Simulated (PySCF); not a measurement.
Excitations are Tamm–Dancoff values on a coarser integration grid. The basis has no diffuse functions, so Rydberg states are missing or too high.

Cartesian coordinates (Å):
SMILES: [NH2][Al]([NH2])[NH2]
```xyz
10

N      1.6423    -0.4968    -0.4384
Al     0.0000     0.0000     0.0002
N     -0.3626     1.7107     0.2802
N     -1.2798    -1.2139     0.1583
H      2.3772     0.1284    -0.7230
H      1.9768    -1.4455    -0.4394
H     -1.2874     2.0994     0.3541
H      0.3262     2.4358     0.3883
H     -2.1820    -1.0500     0.5720
H     -1.2108    -2.1682    -0.1522
```
Charge 0, multiplicity 1.

Give the HOMO, total energy, dipole moment, HOMO–LUMO gap, T1 excitation (TDA), LUMO, S1 oscillator strength and S1 excitation (TDA) at the level ωB97X-D3(BJ)/def2-TZVP // PBE0-D3(BJ)/def2-TZVP (PySCF).


```yaml
HOMO: -9.29 eV
total_energy: -11172.40 eV
dipole_moment: 0.00 D
HOMO–LUMO gap: 11.41 eV
T1 excitation (TDA): 5.76 eV
LUMO: 2.11 eV
S1 oscillator strength: 0.005
S1 excitation (TDA): 6.12 eV
```
